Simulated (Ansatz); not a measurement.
The first iterations of a band of CH$_{7}$BOSSi (12 atoms, charge 0, multiplicity 1).

Theory: RKS r2SCAN/def2-SVP (Ansatz).

| Item | Value |
| --- | --- |
| movable images | 4 |
| climbing image | no |
| spring | 5.0 eV/Å² |
| optimiser | quadratic models (default) |
| start path | through a guess of the saddle point |
| force threshold | 0.05 eV/Å |
| iteration limit | 60 |
| end points | relaxed |

Image 0:

```xyz
12
Properties=species:S:1:pos:R:3
Si -1.661 -0.785 1.573
B 0.082 -0.423 0.602
O 0.043 -0.049 -0.697
C 1.227 0.255 -1.418
S 1.733 1.991 -1.270
H -1.777 0.109 2.772
H -2.871 -0.580 0.716
H -1.683 -2.195 2.085
H 1.165 -0.549 1.146
H 2.083 -0.329 -1.037
H 1.045 0.000 -2.472
H 0.691 2.500 -1.966
```

Image 5:

```xyz
12
Properties=species:S:1:pos:R:3
Si -1.133 -0.439 1.376
B -0.232 -1.280 -0.249
O 0.767 -0.736 -0.987
C 1.341 0.528 -0.706
S 0.191 1.924 -0.893
H -0.368 0.665 2.041
H -2.471 0.101 0.973
H -1.377 -1.502 2.405
H -0.597 -2.367 -0.644
H 1.693 0.583 0.337
H 2.198 0.652 -1.382
H 0.065 1.814 -2.236
```

| iteration | highest image above the first end (eV) | largest band force component (eV/Å) |
| --- | --- | --- |
| 1 | 133.340 | 158.408 |
| 2 | 67.983 | 100.453 |
| 3 | 35.064 | 28.355 |
| 4 | 20.821 | 19.385 |
| 5 | 10.838 | 9.943 |
| 6 | 6.249 | 6.486 |
| 7 | 3.766 | 3.920 |
| 8 | 2.211 | 2.541 |
| 9 | 1.296 | 2.372 |
| 10 | 0.793 | 1.527 |
| 11 | 0.463 | 0.965 |
| 12 | 0.307 | 0.779 |

Q: Does the band converge within its limit, and where does its top end?

A: It converged. It ended after 36 iterations with the highest image 0.090 eV above the first end. Beside the main top the profile has a ripple of under 15 meV (maxima at images 1, 3), which may be a very shallow well or noise. The dihedral Si1–B2–O3–C4 jumps by 171° between images 1 and 2, so the path isn't resolved there. No image climbed, so the highest image needn't sit at the top of the path. A band with more images between the same ends climbed to 0.70 eV, so this one has probably stepped over the top.

Run time: 9.8 min on 2 threads of Arm Neoverse V1, with other jobs on the host, peak memory 0.18 GiB.
